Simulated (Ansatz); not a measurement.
SnHCl₂Br, SMILES [Cl][SnH]([Cl])[Br].

Geometry: PBE0-D3(BJ)/def2-SVP. The structure was generated by enumeration; whether it is a known compound was not checked. The def2 effective core potentials stand for the cores of Sn; spin–orbit coupling is left out.

Two levels are set side by side: PBE/def2-SVPD (Ansatz, an electronic-structure program) and PBE0/def2-SVPD (Ansatz). Energy differences of separate SCF runs at the same geometry; the states with an electron removed or added have multiplicity 2 and 2. Differences are taken from unrounded values.

```
quantity                            PBE0    PBE  PBE minus PBE0
---------------------------------  -----  -----  --------------
vertical ionisation energy (eV)    11.05  10.49           -0.56
vertical electron affinity (eV)     1.09   1.18            0.09
vertical singlet–triplet gap (eV)   4.79   4.23           -0.56
```
